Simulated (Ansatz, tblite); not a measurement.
Removing and adding an electron: the cluster Ga2Cl6. The state is a singlet with charge 0. Geometry: PBE-D4/def2-SVP. Ansatz, gas phase; energy differences of separate SCF runs; the oxidised species was run as a doublet alone; the reduced species was run as a doublet alone.

```xyz
8

Ga   -0.516    1.566   -0.057
Ga    0.524   -1.564    0.050
Cl    0.983    0.373    1.312
Cl    2.291   -2.160   -1.001
Cl    0.565    3.034   -1.181
Cl   -0.869   -0.338   -1.399
Cl   -0.677   -2.893    1.225
Cl   -2.302    1.982    1.050
```

The xTB rows come from tblite. HOMO above LUMO, or a gap near zero within one spin, warns that the state may not be the lowest or that an electron is smeared out. The structure comes from a short search, and lower isomers may exist.

**Question.** Estimate orbital energies and vertical ionisation energies and electron affinities at: GFN1-xTB; GFN2-xTB; PBE-D4/def2-SVP; PBE0-D4/def2-SVP.

**Answer.** 
```csv
level,−HOMO (eV),vertical IE (eV),−LUMO (eV),vertical EA (eV),HOMO–LUMO gap (eV),IE − EA (eV),remarks
GFN1-xTB,12.93,14.78,7.41,5.38,5.51,9.40,–
GFN2-xTB,12.53,14.62,7.68,5.58,4.85,9.04,–
PBE-D4/def2-SVP,7.90,10.21,3.03,0.73,4.87,9.48,"HOMO above zero (-1 doublet), gap within one spin near zero (+1 doublet)"
PBE0-D4/def2-SVP,9.42,11.09,2.15,0.55,7.26,10.54,HOMO above zero (-1 doublet)
```

Relaxing the reduced species (PBE-D4/def2-SVPD) changes its energy by -1.33 eV at PBE-D4/def2-SVP, so the adiabatic electron affinity to this nearest minimum is 2.06 eV. On the way the bond Ga2–Cl6 breaks. At PBE0-D4/def2-SVP it is 2.08 eV.     A HOMO above zero means that the electron is unbound at that level or that self-interaction error raises the level; the energy of removing that electron tells which. Raw xTB energy differences between charge states are shifted by several eV; the methods need an empirical correction for them. Sets without diffuse functions give affinities that are too small.
